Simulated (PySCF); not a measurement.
Constitutional and geometric isomers with formula C4H4. Isolated molecules, 0 K electronic values unless said otherwise. Strings in code marks are SMILES.

The dipole moment from two functionals at the same geometries (B3LYP-D3(BJ)/def2-TZVP), both in PySCF: PBE-D3(BJ)/def2-TZVP and B3LYP-D3(BJ)/def2-TZVP. B3LYP has the VWN-RPA correlation part, as in Gaussian. 

| species | B3LYP-D3(BJ)/def2-TZVP (D) |
|---|---|
| `C#CC=C` | 0.42 |
| `C(=C=C)=C` | 0.00 |
| `C1=CC=C1` | 0.00 |
| `C=C1C=C1` | 2.13 |

Problem. What does PBE-D3(BJ)/def2-TZVP give for each?

Solution. 
- `C#CC=C`: 0.39
- `C(=C=C)=C`: 0.00
- `C1=CC=C1`: 0.00
- `C=C1C=C1`: 2.05
Over these rows, drawn at random from the members with no instability flagged (it was tested for open shells, ions and some series alone), PBE minus B3LYP-D3(BJ): mean -0.03 D, from -0.08 D to 0.00 D.
